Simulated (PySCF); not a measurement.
Electron correlation in Cl²⁺ (chlorine, charge +2)

[Ne] 3s1 3p4, high-spin 4P determinant (an excited configuration). All numbers are calculated (PySCF 2.14, the non-relativistic Hamiltonian (point nucleus), in aug-cc-pwCVDZ). Frozen: [Ne]; 5 electrons correlated.

```json
{"level": "CCSD", "correlation energy (mhartree)": "-122.76"}
{"level": "(T)", "correlation energy (mhartree)": "-3.41"}
{"level": "CCSD(T)", "correlation energy (mhartree)": "-126.17"}
{"level": "CCSDT", "correlation energy (mhartree)": "-127.57"}
```

Diagnostics: T1 = 0.011, D1 = 0.0259, largest double amplitude 0.206.

A double-excitation amplitude exceeds 0.15, a sign of near-degeneracy.

Cost of the coupled-cluster step: roughly 0.6 core-seconds, for 5 correlated electrons.
